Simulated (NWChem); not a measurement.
Molecule: AlH₃SeO; SMILES [OH][AlH][SeH]

```xyz
6

Al    -0.4733    -1.1473     0.0003
H     -1.9713    -1.6531    -0.0003
O      0.8648    -2.1998     0.0001
H      0.8385    -3.1577    -0.0005
Se     0.0119     1.1094     0.0018
H      1.4546     0.8204     0.0019
```
Atoms are numbered in this order, from 1.

Results from NWChem. Pople sets run with spherical d functions. STO-3G and 3-21G are far too small for this property and stand as cheap habits. Structure relaxed at the PBE0/def2-SVP level. Field at 589 nm.

```
level              isotropic polarisability (bohr³)  anisotropy (bohr³)  relative time
-----------------  --------------------------------  ------------------  -------------
B3LYP/STO-3G                                   23.7                27.2              1
B3LYP/6-31G*                                   50.3                27.9              8
B3LYP/def2-SVP                                 49.9                27.0              6
B3LYP/def2-SVPD                                64.5                21.8             20
B3LYP/aug-cc-pVDZ                              64.4                23.3            100
```

Times are rough ratios from one shared machine.
